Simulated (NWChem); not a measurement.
System: HTe, doublet; SMILES [TeH]

Parts of the log:

```
             Northwest Computational Chemistry Package (NWChem) 7.3.0
             --------------------------------------------------------

                             Geometry "geometry" -> ""
                             -------------------------

 Output coordinates in angstroms (scale by  1.889725989 to convert to a.u.)

  No.       Tag          Charge          X              Y              Z
 ---- ---------------- ---------- -------------- -------------- --------------
    1 Te                  52.0000     0.00000000     0.00000000    -0.02738800
    2 H                    1.0000     0.00000000     0.00000000     1.61384200

 Effective nuclear repulsion energy (a.u.)      16.7662161598

 Summary of "ao basis" -> "ao basis" (spherical)
 ------------------------------------------------------------------------------
       Tag                 Description            Shells   Functions and Types
 ---------------- ------------------------------  ------  ---------------------
 Te                        def2-tzvp                16       50   6s5p3d2f
 H                         def2-tzvp                 4        6   3s1p

            General Information
            -------------------
          SCF calculation type: DFT
          Wavefunction type:  spin polarized.
          No. of atoms     :     2
          No. of electrons :    25
           Alpha electrons :    13
            Beta electrons :    12
          Charge           :     0
          Spin multiplicity:     2
          Use of symmetry is: off; symmetry adaption is: off
          Maximum number of iterations: 150
          AO basis - number of functions:    56
                     number of shells:    20
          Convergence on energy requested:  1.00D-06
          Convergence on density requested:  1.00D-05
          Convergence on gradient requested:  5.00D-04

              XC Information
              --------------
          PerdewBurkeErnzerhof Exchange Functional  1.000
            Perdew 1991 LDA Correlation Functional  1.000 local
           PerdewBurkeErnz. Correlation Functional  1.000 non-local

             Grid Information
             ----------------
          Grid used for XC integration:  medium
          Radial quadrature: Mura-Knowles
          Angular quadrature: Lebedev.
          Tag              B.-S. Rad. Rad. Pts. Rad. Cut. Ang. Pts.
          ---              ---------- --------- --------- ---------
          Te                  1.40      123           8.0       590
          H                   0.35       45           8.0       434
          Grid pruning is: on
          Number of quadrature shells:   168
          Spatial weights used:  Erf1

      Superposition of Atomic Density Guess
      -------------------------------------

 Sum of atomic energies:        -311.76806322

      Non-variational initial energy
      ------------------------------

 Total energy =    -267.399772
 1-e energy   =    -482.472575
 2-e energy   =     207.334550
 HOMO         =      -0.249901
 LUMO         =       0.055750

   convergence    iter        energy       DeltaE   RMS-Dens  Diis-err
 ---------------- ----- ----------------- --------- --------- ---------
 d= 0,ls=0.0,diis     1   -268.5648404401 -2.76D+02  7.96D-03  4.10D-02
                                                     1.94D-02  3.63D-02
 d= 0,ls=0.5,diis     2   -268.5659756197 -1.14D-03  1.44D-03  3.56D-02
                                                     1.16D-03  1.89D-02
 d= 0,ls=0.5,diis     3   -268.5776944738 -1.17D-02  9.95D-04  7.25D-03
                                                     6.36D-04  1.70D-03
 d= 0,ls=0.5,diis     4   -268.5808315349 -3.14D-03  6.13D-04  1.75D-03
                                                     2.99D-04  4.38D-04
 d= 0,ls=0.5,diis     5   -268.5816891041 -8.58D-04  3.40D-04  3.25D-04
                                                     1.68D-04  9.43D-05
  Resetting Diis
 d= 0,ls=0.5,diis     6   -268.5819069188 -2.18D-04  1.84D-04  5.55D-05
                                                     8.75D-05  1.21D-05
 d= 0,ls=0.5,diis     7   -268.5819504394 -4.35D-05  1.07D-04  1.39D-05
                                                     5.57D-05  3.49D-06
 d= 0,ls=0.5,diis     8   -268.5819631342 -1.27D-05  6.14D-05  3.96D-06
                                                     3.07D-05  1.53D-06
 d= 0,ls=0.5,diis     9   -268.5819663811 -3.25D-06  3.65D-05  1.26D-06
                                                     1.82D-05  4.65D-07
 d= 0,ls=0.5,diis    10   -268.5819673993 -1.02D-06  2.16D-05  4.32D-07
                                                     8.70D-06  9.49D-08
 d= 0,ls=0.5,diis    11   -268.5819677875 -3.88D-07  1.28D-05  1.51D-07
                                                     4.39D-06  2.71D-08
 d= 0,ls=0.5,diis    12   -268.5819679259 -1.38D-07  7.68D-06  5.32D-08
                                                     2.44D-06  8.42D-09

         Total DFT energy =     -268.581967975425
      One electron energy =     -482.946290323961
           Coulomb energy =      227.711115829882
    Exchange-Corr. energy =      -21.085047093571
 Nuclear repulsion energy =        7.738253612225

 Numeric. integr. density =       24.999985882841

                    DFT Final Alpha Molecular Orbital Analysis
                    ------------------------------------------

[...]

                         DFT ENERGY GRADIENTS

    atom               coordinates                        gradient
                 x          y          z           x          y          z
   1 Te      0.000000   0.000000  -0.051756    0.000000   0.000000   0.010773
   2 H       0.000000   0.000000   3.049719   -0.000000  -0.000000  -0.010773
```

Level: PBE/def2-TZVP with def2 effective core potentials on Te, spin-unrestricted. The state is orbitally degenerate and is run as one real component. Structure relaxed at the PBE0/def2-SVP, spin-unrestricted level. No stability test was run on the SCF state. def2 effective core potentials on Te; no spin-orbit coupling.

Write an input that gives this output.

One answer among several that fit: the input that was run:
```
start job
memory heap 200 mb stack 700 mb global 900 mb
geometry units angstroms noautosym nocenter noautoz
  Te     0.000000     0.000000    -0.027388
  H      0.000000     0.000000     1.613842
end
basis spherical
  * library def2-tzvp
end
ecp
  Te library def2-ecp
end
dft
  odft
  mult 2
  xc xpbe96 cpbe96
  iterations 150
end
task dft gradient
```
